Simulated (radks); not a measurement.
Problem. Sn+, 49 electrons, occupied as [Kr] 4d10 5s2 5p1 (the NIST ground configuration). Calculated with a radial shooting solver on a logarithmic mesh with Libxc functionals: Dirac Kohn-Sham, PBEsol, spin-unpolarised, spherical densities, finite nucleus; open shells fill j = l - 1/2 first; Fermi nuclear charge, rms radius 4.6519 fm.

Spin-orbit splittings of the eigenvalues, e(l+1/2) - e(l-1/2), with zeta = 2 splitting/(2l+1) and mean radii in bohr:

shell  occ.  splitting (eV)  zeta (eV)  <r> j=l-1/2  <r> j=l+1/2
2p        6           230.4      153.6       0.1058       0.1112
3p        6           42.08      28.05       0.3300       0.3413
3d       10           8.689      3.476       0.3126       0.3162
4p        6               ?          ?       0.8656       0.8956
4d       10           1.046     0.4182        1.089        1.104
5p        1          0.5790     0.3860        2.819        2.926

Estimate the 4p splitting.

Solution. 7.597 eV (zeta = 5.064 eV).
